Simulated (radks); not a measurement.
Hf3+, configuration [Xe] 4f13 5d1 6s1 (not the ground configuration). All-electron calculation, Dirac Kohn-Sham, PBE, spin-unpolarised, spherical densities, finite nucleus; open shells fill j = l - 1/2 first; Fermi nuclear charge, rms radius 5.347 fm. Program: a radial shooting solver on a logarithmic mesh with Libxc functionals.

Normalised radial functions P(r) = r R(r) (large component), r in bohr:

```
   r/bohr * 4f5/2 (the largest magnitude, 1.21, reaches the edge; | marks zero)
 0.002665 *
 0.004171 *
 0.006529 *
  0.01022 *
  0.01599 *
  0.02503 *
  0.03918 *
  0.06133 | *
  0.09523 |     *
    0.149 |                *
   0.2333 |                                    *
   0.3651 |                                                      *
   0.5715 |                                                     *
   0.8945 |                                  *
      1.4 |              *
    2.191 |   *
     3.43 *
    5.368 *
    8.402 *
```

4f5/2: eigenvalue -56.779 eV, 0 radial nodes, <r> = 0.643 bohr, 90 % of the charge inside 1.07 bohr.
